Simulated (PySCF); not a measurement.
# Bond lengths and vibrations by method: ClGeH4N

Calculated results; nothing here was measured. The program is PySCF 2.14.0, an open-source quantum chemistry code, run on an isolated molecule that a program drew, which may never have been made. The molecule is ClGeH4N (charge 0, singlet), drawn as the SMILES string `[NH2][GeH2][Cl]`.

The geometry was optimised and harmonic frequencies were computed with HF and MP2, all in the cc-pV(D+d)Z basis, for the commonest isotopes, with a restricted reference for singlets and an unrestricted one otherwise, and a frozen core in MP2. Germanium has the cc-pVDZ-PP basis, with a core potential (ECP10MDF) in place of its 10 inner electrons, and its 3s, 3p and 3d shells are frozen in MP2. Each result is a local minimum of its method.

Geometry at the HF minimum:
```xyz
7
ClGeH4N, angstrom
N    -0.5198    1.7590   -0.8355
Ge   -0.8299    0.7459    0.6448
Cl   -1.8743    2.0128    2.0680
H     0.1835    2.4707   -0.7436
H    -0.3518    1.2345   -1.6766
H     0.4138    0.2709    1.3909
H    -1.7580   -0.3963    0.2607
```

Lengths of the bonds as drawn, in Å (atoms numbered as above):
| bond | HF | MP2 |
|---|---|---|
| N1-Ge2 | 1.820 | 1.846 |
| Ge2-Cl3 | 2.173 | 2.168 |
| N1-H4 | 1.005 | 1.023 |
| N1-H5 | 1.005 | 1.024 |
| Ge2-H6 | 1.526 | 1.536 |
| Ge2-H7 | 1.521 | 1.529 |

Rotational constants, in GHz:
| constant | HF | MP2 |
|---|---|---|
| A | 12.16 | 11.87 |
| B | 3.356 | 3.37 |
| C | 2.746 | 2.74 |

Harmonic frequencies in cm^-1, each column in rising order, so a row needn't be the same motion in every method:
```
rank,HF,MP2
1,82,111
2,230,220
3,422,428
4,533,539
5,570,586
6,707,673
7,735,713
8,862,?
9,952,904
10,989,954
11,1691,1569
12,2251,2186
13,2284,2227
14,3742,3528
15,3839,3636
```

**Estimate the missing MP2 frequency from the HF column.**

A single factor s that minimises the squared misfit of MP2 against s times HF over the other rows is sum(HF x MP2) / sum(HF^2) = 0.9525, with an rms misfit of 30 cm^-1. For rank 8 it gives 0.9525 x 862 = 821 cm^-1. The calculation gives 818 cm^-1, 3 cm^-1 below the estimate. The drawn bonds are on average 1.0 % longer in MP2 than in HF.
